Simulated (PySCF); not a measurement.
Choosing a molecule for a target property.

Species are written as SMILES; each is one conformer at its optimised geometry, gas phase, non-relativistic unless stated. Electronic properties by PySCF.

The conformers computed, where there is a choice (atom-mapped SMILES and torsion angles):
- `[CH3:1][C@:2]([SiH3:3])([S:4][SiH3:5])[C:6](=[S:7])[CH2:8][F:9]`: C1–C2–S4–Si5 -59°, C1–C2–C6–S7 -8°, C2–C6–C8–F9 43°
- `[F:1]/[CH:2]=[C:3](/[F:4])[C@H:5]([SiH3:6])[C:7]([Cl:8])([Cl:9])[Cl:10]`: C2–C3–C5–Si6 -112°, C3–C5–C7–Cl8 -163°
- `[CH3:1][C:2]([F:3])([F:4])[CH2:5][C:6]([F:7])([F:8])[F:9]`: C1–C2–C5–C6 47°, C2–C5–C6–F7 47°
- `[CH3:1][CH2:2][C@H:3]([CH3:4])[S:5][C:6]([F:7])([F:8])[F:9]`: C1–C2–C3–C4 -172°, C2–C3–S5–C6 -144°, C3–S5–C6–F7 59°
- `[CH2:1]=[CH:2][C@:3]([F:4])([SiH3:5])[SiH2:6][C:7]#[N:8]`: C1–C2–C3–F4 -1°, C2–C3–Si6–C7 61°
- `[CH3:1][O:2][Si@H:3]([OH:4])[n:5]1[cH:6][cH:7][n:8][cH:9]1`: C1–O2–Si3–O4 -179°, O2–Si3–N5–C6 -166°, H–O4–Si3–O2 27°

Question: Wanted: dipole moment between 1.9 D and 3 D (PBE0/pcSseg-1) and HOMO–LUMO gap below 6.8 eV (PBE0/pcSseg-1), at GFN2-xTB geometries. Which candidate meets both?
A. `C=C[C@](F)([SiH3])[SiH2]C#N`
B. `CO[Si@H](O)n1ccnc1`
C. `F/C=C(/F)[C@H]([SiH3])C(Cl)(Cl)Cl`
D. `C[C@]([SiH3])(S[SiH3])C(=S)CF`
E. `C(F)(F)(F)S[C@@H](C)CC`
F. `FC(C)(F)CC(F)(F)F`

Answer: A. Computed values:
| species | dipole moment | HOMO–LUMO gap |
| --- | --- | --- |
| C[C@]([SiH3])(S[SiH3])C(=S)CF | 1.13 D | 4.09 eV |
| FC(C)(F)CC(F)(F)F | 1.47 D | 11.34 eV |
| F/C=C(/F)[C@H]([SiH3])C(Cl)(Cl)Cl | 1.73 D | 6.51 eV |
| C=C[C@](F)([SiH3])[SiH2]C#N | 2.00 D | 6.66 eV |
| C(F)(F)(F)S[C@@H](C)CC | 2.56 D | 7.49 eV |
| CO[Si@H](O)n1ccnc1 | 4.39 D | 7.03 eV |

Question: Wanted: HOMO energy above -7 eV (PBE0/pcSseg-1) and smallest rotational constant below 0.9 GHz (GFN2-xTB), at GFN2-xTB geometries. Which candidate meets both?
A. `CC(F)(F)CC(F)(F)F`
B. `CC[C@H](C)SC(F)(F)F`
C. `C[C@]([SiH3])(S[SiH3])C(=S)CF`
D. `F/C=C(/F)[C@H]([SiH3])C(Cl)(Cl)Cl`

Answer: C. Computed values:
```
                          species  HOMO energy  smallest rotational constant
                CC(F)(F)CC(F)(F)F     -9.98 eV                     1.035 GHz
F/C=C(/F)[C@H]([SiH3])C(Cl)(Cl)Cl     -7.53 eV                     0.535 GHz
              CC[C@H](C)SC(F)(F)F     -7.42 eV                     0.788 GHz
    C[C@]([SiH3])(S[SiH3])C(=S)CF     -6.65 eV                     0.622 GHz
```
